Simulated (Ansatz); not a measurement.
Relaxation of C4H13NSi (19 atoms, charge 0, multiplicity 1), to a largest force component of 0.02 eV/Å in at most 40 steps.

The calculation used RKS B3LYP-D4/6-31G in Ansatz 0.2.0.

```xyz
19
Properties=species:S:1:pos:R:3:forces:R:3
Si 0.000 0.000 0.000 1.41 -0.06 -0.70
H 0.000 0.000 1.460 -0.09 -0.01 1.04
N 1.716 0.000 -0.606 -1.16 0.18 -0.41
C 2.407 -1.273 -0.857 -0.05 0.46 0.27
H 1.743 -1.947 -1.437 0.57 0.08 0.20
H 3.336 -1.083 -1.433 -0.38 -0.21 0.22
H 2.664 -1.752 0.111 0.18 -0.19 -0.45
C 2.411 1.273 -0.845 0.06 -0.53 0.29
H 3.038 1.188 -1.757 -0.16 0.23 0.30
H 1.665 2.082 -0.984 0.55 -0.28 0.05
H 3.057 1.512 0.026 0.02 0.32 -0.39
C -0.881 1.526 -0.623 -0.30 0.89 -0.10
H -1.933 1.272 -0.867 0.46 0.27 0.10
H -0.862 2.311 0.162 -0.15 -0.15 -0.55
H -0.370 1.903 -1.534 -0.45 -0.06 0.37
C -0.881 -1.526 -0.623 -0.35 -0.82 -0.22
H -1.380 -2.038 0.226 0.14 0.05 -0.54
H -1.641 -1.233 -1.377 0.34 -0.30 0.31
H -0.145 -2.215 -1.088 -0.65 0.13 0.21
```

Question: Where does it end, and by what steps?

Answer: The forces met the threshold. The force dipped under the threshold on the way, but the program's further checks kept it going. Limits of this set-up: no polarisation functions. After 12 steps the energy has fallen by 0.424 eV; H17 moved furthest, 0.96 Å.

```tsv
step	energy less start (eV)	largest force component (eV/Å)	accepted
0	0.0000	1.413	yes
1	-0.2466	0.683	yes
2	-0.3041	0.394	yes
3	-0.3267	0.642	yes
4	-0.3814	0.390	yes
5	-0.4083	0.116	yes
6	-0.3849	0.594	no
7	-0.4162	0.033	yes
8	-0.4194	0.119	yes
9	-0.4178	0.307	no
10	-0.4228	0.018	yes
11	-0.4234	0.078	yes
12	-0.4237	0.019	yes
```

```xyz
19
Properties=species:S:1:pos:R:3
Si -0.005 -0.063 -0.059
H -0.023 -0.212 1.456
N 1.652 0.002 -0.724
C 2.487 -1.193 -0.821
H 1.871 -2.097 -0.824
H 3.065 -1.182 -1.758
H 3.209 -1.277 0.012
C 2.406 1.249 -0.833
H 2.986 1.264 -1.769
H 1.732 2.110 -0.849
H 3.120 1.390 -0.001
C -0.920 1.552 -0.498
H -1.968 1.474 -0.187
H -0.487 2.424 0.003
H -0.894 1.726 -1.579
C -0.925 -1.566 -0.792
H -1.952 -1.592 -0.409
H -0.963 -1.492 -1.884
H -0.447 -2.515 -0.527
```

Whether the end is a true minimum wasn't checked by a vibrational analysis.

The run took 83 s on 2 threads of AMD EPYC (Zen 3), with other jobs on the host, peak memory 0.24 GiB.
